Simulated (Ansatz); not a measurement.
[MNF4] with several metals: r2SCAN-D4/def2-TZVPD single points in Ansatz on relaxed structures, gas phase. Core potentials for Re, Ru, Tc, no spin–orbit coupling. Singlets are spin-restricted. A dash marks a value that wasn't run or was left out as unsound. The structures are stationary points that may keep the symmetry of their start. Remarks come from the PBE and PBE0 runs and from stability tests at other levels; not every state was tested. A HOMO above zero means that the electron is unbound at that level and held by the basis, or that self-interaction error raises the level; the energy of removing that electron tells which.

```csv
species,atoms,state,geometry,HOMO (eV),vertical IE (eV),lowest of the spins relaxed,point group (within 0.1 Å),remarks
[TcNF4]2- (TcNF4²⁻),6,singlet,r2SCAN-D4/def2-SVPD,5.98,–,–,C4v,"HOMO above zero at PBE or PBE0, HOMO above zero (triplet)"
[ReNF4]2- (ReNF4²⁻),6,singlet,PBE0-D4/def2-SVPD,6.55,-3.52,–,C4v,"HOMO above zero at PBE or PBE0, HOMO above zero (triplet)"
[RuNF4]- (RuNF4⁻),6,singlet,r2SCAN-D4/def2-SVPD,-1.23,4.51,"singlet, of singlet/triplet",C4v,HOMO above zero (triplet)
[FeNF4]- (FeNF4⁻),6,singlet,B3LYP-D4/def2-SVPD,-1.99,5.14,–,C4v,"restricted SCF unstable, spin-contaminated (⟨S²⟩ up to 1.44) (neutral doublet), spin-contaminated (⟨S²⟩ up to 2.63) (triplet)"
```

The vertical IE (eV) runs from -3.52 ([ReNF4]2-) to 5.14 ([FeNF4]-).
